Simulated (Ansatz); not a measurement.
Cartesian coordinates (Å):
SMILES: OCC=S
```xyz
8

O     -1.4114     0.8420    -0.1839
C     -0.5422    -0.2798    -0.1228
C      0.8937     0.1213    -0.2531
S      2.1310    -0.5244     0.5552
H     -1.2459     1.3833     0.5974
H     -0.6923    -0.8829     0.7801
H     -0.7999    -0.9031    -0.9887
H      1.0500     0.9294    -0.9753
```
Charge 0, spin multiplicity 1.

All values below come from frozen-core CCSD(T)/cc-pVTZ // r2SCAN-D4/def2-TZVP (Ansatz, a quantum-chemistry and plane-wave program). The restricted HF reference is unstable towards unrestricted orbitals.

HF energy: -550.49330 Ha
MP2 correlation energy: -0.74141 Ha

**Question.** Estimate the CCSD correlation energy, the (T) correction, the total energy and the T1 diagnostic.

**Answer.** 
The CCSD correlation energy comes out as -0.77276 Ha, the (T) correction is -0.03500 Ha and the CCSD(T) total energy is -551.30105 Ha. The T1 diagnostic comes out as 0.015.
